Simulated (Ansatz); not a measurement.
Reactions of CH8O2Si2, SMILES `O[SiH2]C[SiH2]O`.

Calculated with Ansatz (gas phase, PBE0-D4/def2-TZVP geometries, no zero-point term in ΔE). CCSD(T)/CBS is the MP2 limit (def2-TZVPP, def2-QZVPP) plus CCSD(T) − MP2 in def2-TZVPP, frozen cores. This one scheme is used for every species, atoms too. No spin–orbit coupling; open shells (•) take unrestricted orbitals. Spin–orbit coupling would lower the free atoms: a little for Cl. def2 core potentials past Kr. Bonds to Te are less sure, by a few kJ/mol each and by 10 to 20 or more in all where they break to atoms, as the def2 sets lack core-valence functions. Each species was taken in one conformer, which may not be the lowest.

```csv
reaction,MP2/CBS(def2) (eV),HF/CBS(def2) (eV)
`O[SiH2]C[SiH2]O` + `NC=O` → `O=CN[SiH2]O` + `C[SiH2]O`,-0.55,-0.68
`O[SiH2]C[SiH2]O` + `C[SiH2]N` → `C[SiH2]N[SiH2]O` + `C[SiH2]O`,-0.59,-0.73
`O[SiH2]C[SiH2]O` + `N[SiH2]N` → `N[SiH2]N[SiH2]O` + `C[SiH2]O`,-0.56,-0.71
`O[SiH2]C[SiH2]O` + `N[SiH](O)F` → `O[SiH2]N[SiH](O)F` + `C[SiH2]O`,-0.53,-0.70
`O[SiH2]C[SiH2]O` + `[NH2][AlH2]` → `O[SiH2][NH][AlH2]` + `C[SiH2]O`,-0.51,-0.69
`O[SiH2]C[SiH2]O` + `[SiH3][SiH2]S` → `O[SiH2]S[SiH2][SiH3]` + `C[SiH2]O`,-0.59,-0.54
`O[SiH2]C[SiH2]O` + `CC` → `CCC[SiH2]O` + `O[SiH3]`,0.84,0.75
`O[SiH2]C[SiH2]O` + H₂Te → `O[SiH2]C[TeH]` + `O[SiH3]`,0.45,0.56
`O[SiH2]C[SiH2]O` + Cl• → `O[SiH]C[SiH2]O`• + HCl,-0.52,0.06
`O[SiH2]C[SiH2]O` + `O[Si](F)(Cl)Cl` → `O[SiH2]O[Si](F)(Cl)Cl` + `C[SiH2]O`,-1.12,-1.43
```

Problem. Give the CCSD(T)/CBS values in the same order. (An estimate is asked.)

Solution. Computed: -0.55, -0.58, -0.56, -0.53, -0.51, -0.54, 0.82, 0.49, -0.40, -1.12 eV.

Largest T1 diagnostic: 0.016, for `NC=O`.
